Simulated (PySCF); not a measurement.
Problem. What does the PBE0-D3(BJ)/def2-SVP structure of `C1[C@H]2CC[C@](C1)(CC)O2` look like in three dimensions?

Solution. 
```xyz
23
C8H14O angstrom
C      2.585   -0.483   -0.683
C      1.148   -0.669   -1.142
C      0.123   -0.097   -0.190
C      0.142    1.437   -0.006
C     -1.327    1.720    0.377
C     -1.909    0.299    0.359
C     -1.425   -0.476    1.594
C      0.044   -0.753    1.206
O     -1.193   -0.318   -0.697
H      2.840    0.583   -0.570
H      2.767   -0.971    0.287
H      3.290   -0.915   -1.407
H      0.923   -1.741   -1.275
H      0.994   -0.197   -2.126
H      0.864    1.762    0.757
H      0.414    1.924   -0.955
H     -1.441    2.213    1.353
H     -1.824    2.348   -0.377
H     -2.988    0.239    0.164
H     -1.993   -1.411    1.707
H     -1.535    0.099    2.525
H      0.771   -0.329    1.914
H      0.243   -1.832    1.124
```

Any rigid rotation of these coordinates is as good. Atoms count from 1 in this order. Of the pairs four or more bonds apart, C8···H11 is among the closest relative to their van der Waals radii: 2.88 Å, 99 % of the sum of Bondi's values. The 5-membered ring C3–C4–C5–C6–O9 has internal angles of 97.7° to 102.7° (sum 505°, against 540° for a flat polygon); it is puckered, 0.24 Å rms from its mean plane, widest ring torsion 57°. O9 (cyclic ether oxygen) is bent (angle 97.7°). The 5-membered ring C3–C8–C7–C6–O9 has internal angles of 97.7° to 102.7° (sum 505°, against 540° for a flat polygon); it is puckered, 0.24 Å rms from its mean plane, widest ring torsion 57°.

Bonds between heavy atoms (Å): C1–C2 1.520, C2–C3 1.511, C3–C4 1.545, C4–C5 1.544, C5–C6 1.536, C6–C7 1.537, C7–C8 1.544, C6–O9 1.417, C3–C8 1.545, C3–O9 1.428.

Level of theory: PBE0-D3(BJ)/def2-SVP geometry optimisation, gas phase (PySCF 2.14.0).

Point group: Cs (every atom within 0.08 Å of its image). No PBE0-D3(BJ)/def2-SVP frequencies stand behind this structure, so it isn't proved a minimum. One conformer, not necessarily the lowest (C1–C2–C3–C4 65°).
